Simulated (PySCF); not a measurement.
C₆H₄F₂, SMILES C#C[C@H](F)C=C=CF. Heavy atoms are numbered as in [CH:1]#[C:2][C@H:3]([F:4])[CH:5]=[C:6]=[CH:7][F:8]. Hydrogens are named by the atom that carries them.

Coordinates come from a PBE0-D3(BJ)/def2-SVP optimisation. The structure was generated by enumeration; whether it is a known compound was not checked. One conformer was computed; it need not be the lowest.

The numbers are results of PBE/pcSseg-1 (PySCF), not measurements.

GIAO shieldings, no solvent; atoms alike by connectivity are averaged. δ = σ(ref) − σ: ¹³C against TMS (σ = 182.0 ppm); ¹⁹F against CFCl3 (σ = 133.6 ppm); ¹H against TMS (σ = 31.49 ppm), references at their B3LYP-D3(BJ)/def2-TZVP geometries, non-relativistic.

Computed chemical shifts:
```csv
nucleus,atoms,count,δ (ppm)
¹³C,C6,1,206.5
¹³C,C7 (CH),1,142.6
¹³C,C5 (CH),1,115.6
¹³C,C3 (CH),1,85.0
¹³C,C1 (CH),1,83.3
¹³C,C2,1,82.8
¹⁹F,F8,1,-180.7
¹⁹F,F4,1,-239.2
¹H,H on C7,1,7.78
¹H,H on C5,1,6.40
¹H,H on C3,1,6.11
¹H,H on C1,1,2.74
```
